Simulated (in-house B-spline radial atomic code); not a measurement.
**Ge VII (Ge6+): [Ar] 3d(4 up, 3 down) 4s(1 up, 0 down) (an excited or competing configuration)**

Level of theory: non-relativistic CAM-B3LYP, spin-polarised, spherical fractional occupations, point nucleus; calculated with a B-spline radial code for spherical atoms.

Effective charges: Z_r = [3n² - l(l+1)]/(2<r>) from the radius, Z_e = n√(-2ε) from the energy, and Slater's rules. Values are occupation-weighted means over spin.

| shell | electrons | ε (eV) | <r> (bohr) | Z_r | Z_e | Slater |
| --- | --- | --- | --- | --- | --- | --- |
| 1s | 2 | -10978 | 0.04785 | 31.35 | 28.41 | 31.70 |
| 2s | 2 | -1485 | 0.2136 | 28.09 | 20.89 | 27.85 |
| 2p | 6 | -1335.7 | 0.1852 | 27.00 | 19.82 | 27.85 |
| 3s | 2 | -289.4 | 0.6157 | 21.93 | 13.84 | 20.75 |
| 3p | 6 | -238.84 | 0.6233 | 20.05 | 12.57 | 20.75 |
| 3d | 7 | -148.67 | 0.6347 | 16.54 | 9.92 | 11.90 |
| 4s | 1 | -92.853 | 1.54 | 15.59 | 10.45 | 9.25 |

The least bound orbital is 4s up at -92.85 eV, and it is also the most diffuse (<r> = 1.54 bohr).

Caution: exact exchange at fractional occupations of open shells leaves self-interaction of up to several eV.
